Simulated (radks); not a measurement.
Values are calculated unless marked as measured or tabulated.
Spherical quantum dot in the effective-mass picture: electrons in a parabolic well V = omega^2 r^2 / 2 with omega = 2.63, all in effective atomic units (hartree* = m*/eps^2 hartree, bohr* = eps/m* bohr), one dielectric constant everywhere. Level of theory: non-relativistic Kohn-Sham, LDA (Slater exchange, Perdew-Wang correlation), spin-polarised, spherical densities (a radial shooting solver with Libxc functionals). Levels are named by radial order and angular momentum (1s, 1p, 1d, 2s, ...), and open shells are averaged over m. Results are scaled to m* = 0.12 and eps = 11, for which hartree* = 26.99 meV and bohr* = 4.851 nm.

N = 10, configuration 1s2 1p6 1d(up 2, down 0). This is the lowest configuration that the search found. Occupied and some empty levels:

level,occupation,eigenvalue (meV),<r> (nm)
1s up,1,336.73,4.050
1s down,1,338.42,4.024
1p up,3,386.46,5.194
1p down,3,388.76,5.181
1d up,2,440.10,6.053
1d down,0,442.63,6.053
2s up,0,446.86,5.474
2s down,0,448.63,5.489
1f up,0,496.87,6.768
1f down,0,499.39,6.776
2p up,0,505.99,6.261
2p down,0,507.71,6.272

Energy (meV): total 2796.81, kinetic 680.15, external 1162.7, Hartree 1143.7, exchange-correlation -189.83.
